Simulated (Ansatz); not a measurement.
Geometry optimisation, RKS B3LYP-D4/def2-SVP (Ansatz).

Input file:

```yaml
crystal:
  periodic: [false, false, false]
  atoms:
    - { symbol: Zn, position_ang: [-0.252878, 0.037893, 0.770485] }
    - { symbol: Cl, position_ang: [0.998694, -1.101968, -2.335494] }
    - { symbol: O, position_ang: [-0.547973, -1.33707, 1.85373] }
    - { symbol: H, position_ang: [1.001029, 0.157589, -1.958596] }
    - { symbol: O, position_ang: [0.150055, 1.469951, -0.328793] }
    - { symbol: H, position_ang: [-0.702351, -1.036916, 2.760103] }
    - { symbol: H, position_ang: [-0.646376, 1.810622, -0.761436] }
basis:
  gaussian: { orbitals: def2-SVP }
hamiltonian:
  xc: b3lyp
  dispersion: d4
relax:
  f_tol: 0.03
  max_steps: 50
```

Run as:

```bash
$ ansatz run input.yaml --threads 2 --pin off --max-ram 3072MiB --backend cpu --events-out ev --progress --plain --runs-dir out
```

Question: Where does it end, and by what steps?

Answer: The run converged. After 18 steps the energy has fallen by 1.381 eV; Zn1 moved furthest, 1.20 Å. Parted: Cl2–H4. Joined: Zn1–Cl2, H4–O5.

| step | energy less start (eV) | largest force component (eV/Å) | accepted |
| --- | --- | --- | --- |
| 0 | 0.0000 | 0.942 | yes |
| 1 | -0.1370 | 0.627 | yes |
| 2 | -0.1999 | 0.370 | yes |
| 3 | -0.2336 | 0.417 | yes |
| 4 | -0.2621 | 0.331 | yes |
| 5 | -0.2966 | 0.285 | yes |
| 6 | -0.3344 | 0.364 | yes |
| 7 | -0.3976 | 0.773 | yes |
| 8 | -0.5157 | 1.054 | yes |
| 9 | -0.7347 | 1.447 | yes |
| 10 | -0.9928 | 2.522 | yes |
| 11 | -1.2663 | 1.337 | yes |
| 12 | -1.3071 | 1.454 | yes |
| 13 | -1.3557 | 0.580 | yes |
| 14 | -1.3700 | 0.367 | yes |
| 15 | -1.3755 | 0.332 | yes |
| 16 | -1.3804 | 0.056 | yes |
| 17 | -1.3803 | 0.109 | no |
| 18 | -1.3810 | 0.015 | yes |

```xyz
7
Properties=species:S:1:pos:R:3
Zn 0.159 -0.898 0.137
Cl 0.984 -1.403 -1.806
O -0.553 -1.239 1.749
H 0.488 1.037 -1.372
O 0.177 1.206 -0.463
H -0.632 -0.447 2.296
H -0.624 1.745 -0.542
```

Whether the end is a true minimum wasn't checked by a vibrational analysis.

Run time: 52 s on 2 threads of Intel(R) Xeon(R) Platinum 8259CL CPU @ 2.50GHz (Skylake/Cascade Lake), on a shared host, peak memory 0.22 GiB.
